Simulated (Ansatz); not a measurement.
# Abstraction of Cl: SiH(CH3)Cl2 + C4H9O → SiH(CH3)Cl + C4H9ClO

Species: SiH(CH3)Cl2 (methyldichlorosilane), singlet; C4H9O `[CH2]COCC`, doublet; SiH(CH3)Cl, doublet; C4H9ClO (2-chloroethyl ethyl ether) `CCOCCCl`, singlet. A radical takes Cl: the energy is the difference in strength between the Si–Cl bond broken and the C–Cl bond made.

Shapes, held fixed at every level: PBE0-D4/def2-TZVP. Flexible molecules stand in one conformer, not always the lowest. Programs: Ansatz 0.2.0. Electronic energies: no zero-point or thermal term.

(1) Estimate ΔE of this reaction.

Results:

(1) The highest level, CCSD(T)/CBS estimate, gives ΔE = +106.8 kJ/mol; the levels span +101.5 to +127.4. The column of differences is taken from that level and isn't an error. No measured value is set beside it here. Open shells run unrestricted. The CBS estimate extrapolates MP2 from def2-TZVPP and def2-QZVPP and adds CCSD(T) − MP2 in the triple-zeta set, cores frozen.

| level | kind | ΔE (kJ/mol) | less CCSD(T)/CBS estimate |
| --- | --- | --- | --- |
| HF/def2-TZVPP | Hartree–Fock | +127.4 | +20.6 |
| r2SCAN-D4/def2-TZVPP | meta-GGA | +112.9 | +6.1 |
| B3LYP-D4/def2-TZVPP | global hybrid | +106.4 | -0.4 |
| PBE0-D4/def2-TZVPP | global hybrid | +101.5 | -5.3 |
| wB97M-V/def2-TZVPP | range-separated hybrid | +112.2 | +5.4 |
| wB97X-V/def2-TZVPP | range-separated hybrid | +107.2 | +0.4 |
| CCSD(T)/def2-TZVPP | coupled cluster or CI | +104.1 | -2.7 |
| CCSD(T)/CBS estimate | coupled cluster or CI | +106.8 | 0.0 |
